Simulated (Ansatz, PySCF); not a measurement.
Species: KCl, charge 0, multiplicity 1. SMILES: [K][Cl]
Geometry: optimised at B3LYP-D3(BJ)/def2-TZVP (Ansatz, an electronic-structure program).

Property: vertical triplet-singlet gap, E(triplet) - E(singlet), in eV. Terms: LANL2DZ with its own core potentials from Na on; frozen cores in correlated levels (noble-gas shells and the d and f shells of earlier blocks; the outer core of K, Ca and congeners matters and is frozen too); each state is the SCF solution reached for its charge and spin; 6-311+G** with 5d, 6d on Na to Ar in Ansatz; no spin-orbit coupling; UHF or UKS for open shells; non-relativistic; 6-31G* and kin with 6d, 5d where marked. First-principles rows: single points at B3LYP-D3(BJ) geometries (Ansatz). Levels can end on unlike triplets.

| level | program | vertical triplet-singlet gap, E(triplet) - E(singlet) (eV) |
|---|---|---|
| PBE/6-31G* | Ansatz | 4.66 |
| PBE/6-31G* with LANL2DZ past Ar | Ansatz | 4.29 |
| PBE/6-311+G** | Ansatz | 4.70 |
| B3LYP/STO-3G | Ansatz | 4.39 |
| B3LYP/6-31G* | Ansatz | 4.62 |
| M06-2X/6-31G* with LANL2DZ past Ar (5d) | PySCF | 4.63 |
| MP2/6-31G* | Ansatz | 4.49 |
| PBE/def2-TZVPD | Ansatz | 4.67 |

No value to compare with is used here. The 7 habitual levels span 4.29 (PBE/6-31G* with LANL2DZ past Ar) to 4.70 eV (PBE/6-311+G**); PBE/def2-TZVPD gives 4.67.

The levels are drawn from those run, B3LYP/6-31G* more often than the rest, none by its result; runs whose electronic state is in doubt are left out.
